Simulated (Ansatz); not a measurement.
The same path of a periodic cell of 20 atoms, HC$_{18}$Cl (surface graphene monolayer, adsorbate HCl) was run twice with different band settings.

The calculation used DFT PBE-D3(BJ), scalar-relativistic, plane waves, PAW (Ansatz). Settings: cutoff 420 eV, k mesh 2x2x1, fermi-dirac smearing 0.02 eV, no spin polarisation.

Relaxed end points:

```xyz
20
Lattice="7.3980 0.0000 0.0000 -3.6990 6.4069 0.0000 0.0000 0.0000 11.0000" Properties=species:S:1:pos:R:3
C 0.016 -0.032 0.976
C 1.234 0.673 0.977
C -1.220 2.092 0.977
C 0.015 2.804 0.976
C -2.465 4.235 0.980
C -1.220 4.953 0.980
C 2.479 -0.046 0.980
C 3.712 0.667 0.981
C 1.234 2.099 0.978
C 2.479 2.818 0.981
C 0.014 4.241 0.980
C 1.233 4.944 0.981
C 4.931 -0.038 0.981
C 6.178 0.681 0.979
C 3.713 2.105 0.981
C 4.932 2.810 0.979
C 2.479 4.225 0.981
C 3.713 4.938 0.980
Cl 6.804 1.260 4.516
H 6.466 1.206 3.264
```

```xyz
20
Lattice="7.3980 0.0000 0.0000 -3.6990 6.4069 0.0000 0.0000 0.0000 11.0000" Properties=species:S:1:pos:R:3
C 0.001 -0.037 0.980
C 1.246 0.682 0.980
C -1.217 2.104 0.976
C 0.001 2.809 0.977
C -2.453 4.228 0.977
C -1.218 4.940 0.976
C 2.480 -0.030 0.980
C 3.699 0.673 0.981
C 1.246 2.090 0.980
C 2.479 2.802 0.981
C 0.001 4.234 0.978
C 1.246 4.953 0.981
C 4.945 -0.046 0.981
C 6.179 0.667 0.980
C 3.698 2.097 0.981
C 4.945 2.817 0.979
C 2.480 4.241 0.981
C 3.699 4.946 0.979
Cl 5.571 3.396 4.516
H 5.233 3.342 3.264
```

Common settings: movable images 3; climbing image yes; force threshold 0.05 eV/Å; end points relaxed.

| run | spring | optimiser | start path | iteration limit |
| --- | --- | --- | --- | --- |
| 1 | 5.0 eV/Å² | quadratic models (default) | IDPP | 80 |
| 2 | 50.0 eV/Å² | fire | default | 50 |

(1) What does each run give, and how far can it be trusted?

Results:

(1) Run 1: converged after 11 iterations, highest image 0.002 eV above the first end. The top lies less than 8 meV above the higher end, about what the thresholds resolve: that end is a shoulder or a very shallow well. By the program's own check the climbing image is of a kind that is not told: a solve is, or may be, on another electronic state (lowest curvatures found: 0.07 and 10.02 eV/Å²).
Run 2: converged after 12 iterations, highest image 0.002 eV above the first end. The top lies less than 8 meV above the higher end, about what the thresholds resolve: that end is a shoulder or a very shallow well. The order of the stationary point at the top wasn't checked.
Limits of this set-up: slab without dipole correction.
